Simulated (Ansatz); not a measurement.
Cost and result for the atomization energy of `[Se]=C1C[SiH2]C1` (11 atoms, 11 bonds).

Z-matrix (Å, degrees):
```
Si
C 1 1.903
C 1 2.262 2 41.0
C 1 1.903 2 76.7 3 24.5
H 1 1.480 2 113.8 3 -86.0
H 1 1.486 2 118.3 3 139.7
H 2 1.085 1 126.8 3 118.0
H 2 1.098 1 105.5 3 -110.0
Se 3 1.767 1 140.7 2 -109.0
H 4 1.098 1 105.5 2 85.5
H 4 1.085 1 126.8 2 -142.5
```

The species carries charge 0 and has multiplicity 1. Correlated methods include outer-core shells of Se, which these sets cover unevenly. Scalar relativity is left out up to krypton. All single points use the PBE0-D4/def2-TZVP geometry. Program: Ansatz. All runs use 4 threads of an Arm Neoverse V1 on a shared host. Times are those of one run each, without the atoms' runs, and a repeat can differ threefold. Electronic energies, without spin–orbit coupling; frozen cores. CCSD(T)/CBS adds CCSD(T) − MP2 in def2-TZVPP to the MP2 limit, and its time is that of the two runs behind it. T1 = 0.016; the RHF reference is unstable towards UHF. With those shells the extrapolation isn't a true limit. B3LYP takes the VWN-RPA correlation (the form of Gaussian; ORCA's B3LYP/G).

CCSD(T)/CBS is a level of theory with its own doubt, some kJ/mol a heavy atom from the limit and from the frozen cores, so smaller differences don't rank the functionals.

| level | functions | wall time |
| --- | --- | --- |
| PBE-D4/def2-TZVPP (with forces) | 267 | 3.8 s |
| PBE0-D4/def2-TZVPP | 267 | 4.9 s |
| r2SCAN-D4/def2-TZVPP (with forces) | 267 | 7.5 s |
| B3LYP-D4/def2-TZVPP (with forces) | 267 | 8 s |
| B2PLYP/def2-TZVPP | 267 | 9.5 s |
| ωB97X-V/def2-TZVPP | 267 | 13 s |
| ωB97M-V/def2-TZVPP (with forces) | 267 | 18 s |
| MP2/def2-QZVPP | 510 | 47 s |
| CCSD(T)/def2-TZVPP | 267 | 5.3 min |
| CCSD(T)/CBS(def2) | – | 6.1 min |

Problem. What atomization energy does each give, and how far from CCSD(T)/CBS? (Best estimate.)

Solution. Computed: 
| level | atomization (kcal/mol) | difference from CCSD(T)/CBS | per bond |
| --- | --- | --- | --- |
| PBE-D4/def2-TZVPP (with forces) | 1001.5 | 23.6 | 2.1 |
| PBE0-D4/def2-TZVPP | 985.2 | 7.3 | 0.7 |
| r2SCAN-D4/def2-TZVPP (with forces) | 983.5 | 5.6 | 0.5 |
| B3LYP-D4/def2-TZVPP (with forces) | 975.2 | -2.7 | -0.2 |
| B2PLYP/def2-TZVPP | 965.4 | -12.5 | -1.1 |
| ωB97X-V/def2-TZVPP | 979.3 | 1.4 | 0.1 |
| ωB97M-V/def2-TZVPP (with forces) | 977.2 | -0.7 | -0.1 |
| MP2/def2-QZVPP | 984.2 | 6.3 | 0.6 |
| CCSD(T)/def2-TZVPP | 951.9 | -26.0 | -2.4 |
| CCSD(T)/CBS(def2) | 977.9 | 0.0 | 0.0 |

In def2-TZVPP, CCSD(T) changes the Hartree–Fock value by +247.1 kcal/mol (the triples alone add +18.2 kcal/mol) and MP2 by +264.1 kcal/mol; breaking electron pairs costs correlation energy, which Hartree–Fock lacks. The D4 term adds +11.3 kcal/mol with B3LYP and +5.9 kcal/mol with PBE0; it sums over pairs of atoms, weighted by their polarisabilities, and B3LYP, whose exchange is more repulsive, gets the larger term. From PBE to PBE0 (25 % exact exchange), in def2-TZVPP and without D4, the atomization energy moves by −15.3 kcal/mol: exact exchange takes away binding that semilocal exchange gives to molecules.
